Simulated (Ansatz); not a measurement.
Cartesian coordinates in Å:
```
C 0.293 1.883 -0.991
Ga -0.265 0.041 -0.577
C -2.043 -0.567 0.036
O 0.787 -1.211 -1.409
P 1.325 -0.491 1.498
H 0.082 2.567 -0.166
H -0.242 2.250 -1.870
H 1.362 1.919 -1.212
H -2.018 -1.600 0.390
H -2.763 -0.513 -0.785
H -2.420 0.063 0.845
H 0.378 -2.077 -1.455
H 1.508 -0.017 2.820
H 1.352 -1.869 1.801
H 2.665 -0.375 1.076
```

Total charge 0; spin multiplicity 1.

(1) List the CAM-B3LYP/def2-TZVPP orbital energies in eV (Ansatz 0.2.0). (Estimate.)

## Answers

(1) The calculation gave: Occupied: -10138.48, -2099.67, -1250.09, -1107.40, -1107.29, -1107.28, -521.06, -277.90, -277.77, -180.98, -150.49, -130.96, -130.95, -130.85, -103.98, -103.74, -103.68, -27.70, -23.82, -23.69, -23.68, -23.60, -23.47, -20.66, -20.30, -20.09, -14.38, -13.16, -13.08, -12.49, -12.38, -12.24, -12.08, -11.89, -10.24, -9.64, -8.93, -8.62. Lowest empty: 1.20, 1.22, 1.33, 1.70, 2.49, 2.77, 3.32, 3.65.
